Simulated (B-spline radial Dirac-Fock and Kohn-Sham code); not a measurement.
# Elastic scattering of 13.8 keV positrons by atomic lanthanum

Calculated with a radial atomic solver, using relativistic (Dirac) partial waves in the static field of the Dirac-Fock atom, without polarisation or absorption potentials.

```
θ (°)  dσ/dΩ (Å²/sr)
    0            251
  0.5            206
    1            127
    2           42.6
    4           8.78
    8           1.18
   12          0.328
   16          0.133
   24         0.0350
   32         0.0133
   45        0.00433
   60        0.00169
   75       0.000829
   90       0.000476
  105       0.000309
  120       0.000222
  135       0.000174
  150       0.000147
  165       0.000133
  180       0.000129
```

The total elastic cross section is 0.845 Å², the first transport cross section 0.0114 Å² and the second, weighted with (3/2) sin²θ, 0.0258 Å². The mean deflection is ⟨1 − cos θ⟩ = 0.0135, and 0.18 % of the collisions scatter beyond 90°.

Phase shifts modulo π (rad) for κ = −1 to −5: -0.757, 0.184, 0.768, 1.168, 1.460.
